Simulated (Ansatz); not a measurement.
The same path of BClH₅OSbSi (10 atoms, charge 0, multiplicity 1) was run twice with different band settings. Lost on the way: O3–B4, B4–H8. Made: O3–H8.

All numbers below come from Ansatz 0.2.0, RHF/def2-SVP.

Relaxed end points:

```xyz
10
Properties=species:S:1:pos:R:3
Cl -3.167 0.612 1.252
Si -1.357 1.137 0.421
O -0.221 0.074 0.951
B 0.686 -0.874 0.669
Sb 1.230 -1.530 -1.458
H -1.485 1.061 -1.040
H -0.995 2.479 0.886
H 1.208 -1.452 1.584
H 1.289 0.033 -2.130
H 2.895 -1.592 -1.131
```

```xyz
10
Properties=species:S:1:pos:R:3
Cl -3.273 0.437 1.379
Si -1.523 1.182 0.564
O -0.264 0.183 0.918
B 1.789 -1.695 0.607
Sb 1.409 -1.612 -1.703
H -1.647 1.207 -0.895
H -1.317 2.521 1.138
H -0.003 0.025 1.814
H 1.978 -0.010 -1.773
H 2.934 -2.290 -2.047
```

Common settings: movable images 7; climbing image yes; spring 5.0 eV/Å²; optimiser quadratic models (default); start path through a guess of the saddle point; force threshold 0.03 eV/Å; end points relaxed.

| run | iteration limit |
| --- | --- |
| 1 | 60 |
| 2 | 10 |

Task: What does each run give, and how far can it be trusted?

Result: Run 1: converged after 31 iterations, highest image 5.513 eV above the first end. Neighbouring images differ by up to 2.4 eV, so the band resolves the path poorly. A vibrational analysis at the climbing image gives one clearly imaginary mode, 1712i cm⁻¹: a first-order saddle point.
Run 2: not converged after 10 iterations, highest image 5.147 eV above the first end. The band didn't meet its force threshold, so its energies are provisional: the largest band force was still 0.79 eV/Å, and over the last iterations the top moved between 5.15 and 5.32 eV.
The orbitals stay closed-shell, which can raise the energy where a bond breaks towards radicals; this wasn't checked here.
